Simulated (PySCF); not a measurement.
## Distorted geometries of [La(P5)]2+

[La(P5)]2+ (singlet). PySCF 2.14.0, RKS PBE0, La lcecp-1-SVP with ECP46, P def2-SVP; non-relativistic Hamiltonian with scalar-relativistic core potentials where named; density fitting; no spin-orbit coupling. Relaxed geometry:

```xyz
6

La    0.0000    0.0000   -1.3331
P     1.8227    0.0000    1.1484
P     0.5632    1.7335    1.1484
P    -1.4746    1.0714    1.1484
P    -1.4746   -1.0714    1.1484
P     0.5633   -1.7335    1.1484
```

Problem. Order these distorted geometries by energy above the relaxed one, lowest first.
A.
```xyz
6

La   -0.0287   -0.0008   -1.3525
P     1.8295   -0.0354    1.1406
P     0.5854    1.7672    1.1270
P    -1.4970    1.1090    1.1310
P    -1.4693   -1.0721    1.1478
P     0.5800   -1.7679    1.2148
```
B.
```xyz
6

La    0.1333   -0.0635   -1.3350
P     1.7276   -0.0218    1.2170
P     0.5833    1.7449    1.2034
P    -1.5494    1.1011    1.0920
P    -1.4966   -1.0691    1.1271
P     0.6018   -1.6916    1.1043
```
C.
```xyz
6

La   -0.3439    0.1694   -1.1913
P     1.7507    0.1675    1.3949
P     0.6390    1.5925    0.9382
P    -1.4063    1.0999    1.0638
P    -1.2804   -1.0608    1.1143
P     0.6409   -1.9686    1.0888
```

Solution. A (0.06 eV), B (0.23 eV), C (1.95 eV).

Problem. Which forces (eV/Å) act in the one that lies 1.95 eV up?

Solution. 
```
La   0.27 -0.72 -3.53
P    4.31 -5.69  0.73
P   -2.00  5.90  0.37
P   -1.30 -0.53  1.00
P   -0.80 -1.30  0.63
P   -0.48  2.33  0.80
```
Forces carry noise of the integration grid, about 0.01 to 0.03 eV/Å.
